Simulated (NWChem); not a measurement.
Species: CH2ClFO2Si; SMILES O=C[Si@](O)(F)Cl

```xyz
8

O      0.6208     2.3786    -0.2807
C      0.6604     1.4517     0.5121
Si    -0.3644    -0.1034     0.0498
O     -1.0150     0.2366    -1.4098
F     -1.4978    -0.3677     1.1515
Cl     0.8228    -1.7755    -0.0053
H      1.2718     1.5335     1.4370
H     -0.7980     1.1472    -1.6815
```
Atoms are numbered in this order, from 1.

Computed with NWChem. Pople sets run with spherical d functions. Coordinates come from a B3LYP/6-31G* (spherical d) optimisation. Atomic charges in e: unrestrained fits to the electrostatic potential beside Mulliken populations; buried atoms are poorly determined by the fit.

### Question
Estimate the computed values for Hartree-Fock/6-31G*. Quantities: ESP O1; Mulliken O1; ESP C2; Mulliken C2; ESP Si3; Mulliken Si3; ESP O4; Mulliken O4; ESP F5; Mulliken F5; relative RMS misfit of the potential (%).

### Answer
The ESP O1 is -0.40. The Mulliken O1 is -0.47 and the ESP C2 is 0.19. The Mulliken C2 is 0.04, the ESP Si3 is 1.03 and the Mulliken Si3 comes out as 1.42. The ESP O4 comes out as -0.66 and the Mulliken O4 comes out as -0.86. The ESP F5 is -0.34 and the Mulliken F5 comes out as -0.50. The relative RMS misfit of the potential (%) comes out as 25.
